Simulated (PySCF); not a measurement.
Property card for `C=Cc1ccccc1`

C₈H₈.
Bonds: C1–C2 (double), C2–C3, C3–C4 (aromatic), C4–C5 (aromatic), C5–C6 (aromatic), C6–C7 (aromatic), C7–C8 (aromatic), C3–C8 (aromatic). Hydrogens: H9, H10 on C1; H11 on C2; H12 on C4; H13 on C5; H14 on C6; H15 on C7; H16 on C8.

Some functional groups and rings: C=C double bond and benzene ring.

From GFN2-xTB geometry:

```
Point group of the GFN2-xTB geometry                  : Cs
Rotational constants A, B, C of the GFN2-xTB geometry : 5.248, 1.568, 1.207 GHz
```

**PBE0/pcSseg-1 ground state and GIAO shieldings, non-relativistic (PySCF)**

```
Dipole moment                                       : 0.15 D
HOMO energy                                         : -6.62 eV
LUMO energy                                         : -1.07 eV
HOMO–LUMO gap                                       : 5.55 eV
Lowest Hirshfeld atomic charge                      : -0.10 e on C1
Highest Hirshfeld atomic charge                     : +0.05 e on H10, H11, H12, H13, H14, H15, H16
13C chemical shifts (computed TMS as zero) by class : 145.0 (C2), 141.6 (C3), 134.1 (C5/C7), 133.8 (C6), 131.9 (C4/C8), 118.3 (C1) ppm
1H chemical shifts (computed TMS as zero) by class  : 7.74 (H12/H16), 7.62 (H13/H15), 7.50 (H14), 6.84 (H11), 6.30 (H9), 5.61 (H10) ppm
Mayer bond orders between heavy atoms               : C1–C2 1.95, C2–C3 1.09, C3–C4 1.37, C4–C5 1.45, C5–C6 1.43, C6–C7 1.42, C7–C8 1.47, C8–C3 1.38
```

Monoisotopic mass from the formula: 104.0626 u.

The rotational constants make it an asymmetric top with κ = (2B − A − C)/(A − C) = -0.82, nearer the prolate limit (−1). In atomic units the dipole is 0.06 e·bohr (1 au = 2.5417 D). With B = h/(8π²I), that is 505.379 GHz u Å² over I, the principal moments of inertia are 96.3, 322.3 and 418.6 u Å² (most abundant isotopes). A dipole of 0.15 D is allowed in Cs, and pure rotational transitions are dipole-allowed.

Isolated species at its GFN2-xTB geometry (one conformer only). NMR classes are plain means over equivalent atoms (diastereotopic ones count apart unless rotation or inversion swaps them), as if these changed places fast; in this geometry the members of some classes differ.

For the NMR shielding job (PBE0/pcSseg-1), the run took 24 s on an Arm Neoverse V1 with one thread, shared host.

Shape of the structure used: `[CH2:1]=[CH:2][c:3]1[cH:4][cH:5][cH:6][cH:7][cH:8]1`: C1–C2–C3–C4 180°.
